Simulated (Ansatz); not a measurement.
CH3Cl2FMoO2, SMILES `C[O][Mo](=[O])([F])([Cl])[Cl]`, relaxed with RKS PBE0-D4/def2-TZVP in the Gaussian-basis code of Ansatz from a PBE-D4/def2-SVP geometry. The force threshold is 0.005 eV/Å; the program also tests the step.

Total charge 0; spin multiplicity 1. Mo: def2 effective core potential.

Start:

```xyz
10

C    -0.511    0.425   -1.587
O     0.068    0.725   -0.327
Mo    0.538   -0.098    1.243
O     1.280    1.270    1.921
F     2.081   -1.103    1.485
Cl   -1.206   -0.140    2.701
Cl   -0.271   -2.176    0.283
H    -0.731   -0.660   -1.663
H    -1.446    1.016   -1.677
H     0.198    0.741   -2.380
```

```json
{"step": "1", "energy (eV)": "-34790.4204", "largest force (eV/Å)": "1.698", "largest move (Å)": "0.000"}
{"step": "2", "energy (eV)": "-34790.4944", "largest force (eV/Å)": "0.314", "largest move (Å)": "0.053"}
{"step": "3", "energy (eV)": "-34790.5023", "largest force (eV/Å)": "0.193", "largest move (Å)": "0.028"}
{"step": "4", "energy (eV)": "-34790.5032", "largest force (eV/Å)": "0.060", "largest move (Å)": "0.011"}
{"step": "5", "energy (eV)": "-34790.5034", "largest force (eV/Å)": "0.034", "largest move (Å)": "0.004"}
{"step": "6", "energy (eV)": "-34790.5037", "largest force (eV/Å)": "0.030", "largest move (Å)": "0.009"}
{"step": "7", "energy (eV)": "-34790.5040", "largest force (eV/Å)": "0.046", "largest move (Å)": "0.016"}
{"step": "8", "energy (eV)": "-34790.5045", "largest force (eV/Å)": "0.207", "largest move (Å)": "0.101"}
{"step": "9", "energy (eV)": "-34790.5063", "largest force (eV/Å)": "0.178", "largest move (Å)": "0.034"}
{"step": "10", "energy (eV)": "-34790.5096", "largest force (eV/Å)": "0.185", "largest move (Å)": "0.099"}
{"step": "11", "energy (eV)": "-34790.5140", "largest force (eV/Å)": "0.678", "largest move (Å)": "0.195"}
{"step": "13", "energy (eV)": "-34790.6110", "largest force (eV/Å)": "1.147", "largest move (Å)": "0.195"}
{"step": "15", "energy (eV)": "-34790.8488", "largest force (eV/Å)": "0.782", "largest move (Å)": "0.195"}
{"step": "17", "energy (eV)": "-34791.0207", "largest force (eV/Å)": "0.406", "largest move (Å)": "0.171"}
{"step": "19", "energy (eV)": "-34791.0976", "largest force (eV/Å)": "0.208", "largest move (Å)": "0.200"}
{"step": "21", "energy (eV)": "-34791.1236", "largest force (eV/Å)": "0.277", "largest move (Å)": "0.164"}
{"step": "23", "energy (eV)": "-34791.1319", "largest force (eV/Å)": "0.112", "largest move (Å)": "0.035"}
{"step": "25", "energy (eV)": "-34791.1397", "largest force (eV/Å)": "0.280", "largest move (Å)": "0.168"}
{"step": "27", "energy (eV)": "-34791.1532", "largest force (eV/Å)": "0.331", "largest move (Å)": "0.140"}
{"step": "29 (rejected)", "energy (eV)": "-34791.1559", "largest force (eV/Å)": "0.788", "largest move (Å)": "0.200"}
{"step": "31 (rejected)", "energy (eV)": "-34791.1646", "largest force (eV/Å)": "0.262", "largest move (Å)": "0.100"}
{"step": "33", "energy (eV)": "-34791.1724", "largest force (eV/Å)": "0.122", "largest move (Å)": "0.050"}
{"step": "35 (rejected)", "energy (eV)": "-34791.1730", "largest force (eV/Å)": "0.128", "largest move (Å)": "0.017"}
{"step": "37", "energy (eV)": "-34791.1734", "largest force (eV/Å)": "0.014", "largest move (Å)": "0.019"}
{"step": "39", "energy (eV)": "-34791.1735", "largest force (eV/Å)": "0.011", "largest move (Å)": "0.007"}
{"step": "41", "energy (eV)": "-34791.1735", "largest force (eV/Å)": "0.003", "largest move (Å)": "0.002"}
```

End:

```xyz
10

C    -0.440    0.627   -1.541
O     0.314    0.687   -0.365
Mo    0.513   -0.325    1.150
O     1.362    0.673    2.144
F     1.684   -1.400    0.189
Cl   -1.727    0.076    1.497
Cl    0.213   -2.183    2.449
H    -0.226   -0.298   -2.086
H    -1.504    0.653   -1.276
H    -0.190    1.490   -2.160
```

It took 5 min on 4 threads of an Arm Neoverse V2 on a shared host, with 0.95 GiB of host memory at the peak.
